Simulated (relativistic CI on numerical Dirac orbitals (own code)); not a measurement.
**Magnetism of Fe4+, 3d4, in a crystal field**

Calculated by Dirac-Coulomb-Breit CI, orbitals from a KLI potential per configuration, QED by a radiative potential, valence Slater integrals scaled by 0.75, one configuration in a parametric crystal field (own radial code).

Field parameters in Wybourne normalisation: D3d B²₀ = −7Dσ, B⁴₀ = −14Dq − 21Dτ, B⁴₃ = −14√(10/7) Dq; D4h B²₀ = −7Ds, B⁴₀ = 21(Dq − Dt), B⁴₄ = 21√(5/14) Dq; Oh B⁴₀ = 21Dq, B⁴₄ = √(5/14) B⁴₀; Td as Oh with Dq negative (B⁴₀ = 21Dq, B⁴₄ = √(5/14) B⁴₀). The field is a parameter set, without covalency.

S is read from ⟨S²⟩ = S(S + 1).

Powder χT (cm³ K mol⁻¹) by Van Vleck's formula, with temperature-independent terms:

```tsv
Field	2 K	5 K	10 K	20 K	50 K	100 K	200 K	300 K
D3d, 10Dq = 13800, Dσ = 990, Dτ = 470 cm⁻¹	0.244	0.611	1.19	1.95	2.62	2.81	2.88	2.9
D3d, 10Dq = 34250, Dσ = 950, Dτ = -90 cm⁻¹	0.0486	0.122	0.243	0.484	0.972	1.18	1.25	1.29
D4h, 10Dq = 31250, Ds = 2430, Dt = -780 cm⁻¹	0.0466	0.116	0.233	0.461	0.933	1.23	1.38	1.4
Oh, 10Dq = 11900 cm⁻¹	0.304	0.76	1.45	2.19	2.7	2.83	2.88	2.89
Oh, 10Dq = 12400 cm⁻¹	0.302	0.755	1.44	2.19	2.71	2.83	2.88	2.9
Td, 10Dq = -6050 cm⁻¹	0.0848	0.212	0.424	0.812	1.36	1.62	1.92	2.17
Td, 10Dq = -16200 cm⁻¹	0.0622	0.155	0.311	0.619	1.27	1.62	1.94	2.18
Td, 10Dq = -17600 cm⁻¹	0.000638	0.0016	0.00319	0.00638	0.016	0.0319	0.0641	0.108
```

(1) For D4h, 10Dq = 31250, Ds = 2430, Dt = -780 cm⁻¹: what effective moment follows at 300 K?

## Answers

(1) μ_eff = √(8χT) = 3.34 μB. The ground level has S = 1.00; the spin-only moment for S = 1 is 2.83 μB. The difference comes from the orbital moment, spin-orbit mixing of terms and temperature-independent paramagnetism, all larger in this ionic model than in covalent complexes. The ground level is a non-magnetic singlet, so χT starts at zero and rises through temperature-independent paramagnetism and the filling of excited levels.
